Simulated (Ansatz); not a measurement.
Species: ZrCl$_{3}$ (charge 0, doublet). The spin state was set by rule; other spins were not relaxed. 
Coordinates optimised at B3LYP-D3(BJ)/def2-TZVP (Ansatz, a quantum-chemistry and plane-wave program):
```xyz
4

Zr     0.0000     0.0000     0.0000
Cl     2.2227    -0.4154    -0.6161
Cl    -0.8881    -0.9974     1.9259
Cl    -1.3346     1.4128    -1.3097
```
Charge 0, spin multiplicity 2.

Total electronic energies in hartree. Cores are frozen in the correlated levels unless marked. Open shells are spin-unrestricted. No spin-orbit coupling. Frozen are the shells of the preceding noble gas and the d and f shells that filled before the atom's block. Past Kr the def2 sets carry scalar-relativistic core potentials. STO-3G rows are all-electron and non-relativistic. CBS(X,Y): correlation extrapolated as X^-3; Hartree-Fock from the larger set. The bracket is a focal-point correction in the basis named.

```tsv
level	program	energy (Eh)
HF/def2-TZVPP	Ansatz	-1425.32350
PBE/def2-TZVPD	Ansatz	-1427.36163
PBE-D3(BJ)/def2-TZVPD	Ansatz + dftd3	-1427.36631
revPBE-D4/def2-TZVPD	Ansatz + dftd4	[?]
r2SCAN/def2-TZVPD	Ansatz	-1427.85080
r2SCAN-D4/def2-TZVPD	Ansatz + dftd4	-1427.85200
B3LYP/def2-TZVPD	Ansatz	[?]
PBE0-D4/def2-TZVPD	Ansatz + dftd4	-1427.45169
PBE0/def2-TZVP	Ansatz	-1427.44572
BHLYP-D4/def2-TZVPD	Ansatz + dftd4	-1427.83639
r2SCANh-D4/def2-TZVPD	Ansatz + dftd4	-1427.83237
wB97X-V/def2-TZVPD	Ansatz	-1427.67121
B2GP-PLYP/def2-TZVPD	Ansatz	-1427.19065
B2PLYP/def2-TZVPD	Ansatz	-1427.36710
MP2/STO-3G	Ansatz	-4867.36046
MP2/def2-TZVPP	Ansatz	-1425.97303
RI-MP2/def2-TZVPP	Ansatz	-1425.97293
SCS-MP2/def2-SVP	Ansatz	-1425.28711
SCS-MP2/def2-SVPD	Ansatz	-1425.34111
CCSD/def2-TZVPP	Ansatz	-1426.01814
CCSD/def2-TZVPPD	Ansatz	-1426.02249
RI-MP2/CBS(def2-TZVPPD,def2-QZVPPD)+[CCSD(T)-MP2]/def2-SVPD	Ansatz	-1426.1747
CCSD(T)/CBS(def2-TZVPP,def2-QZVPP)	Ansatz	-1426.2055
```

Problem. Fill in the missing entries.

Solution. 
- revPBE-D4/def2-TZVPD, energy (Eh): -1427.70795
- B3LYP/def2-TZVPD, energy (Eh): -1427.97344
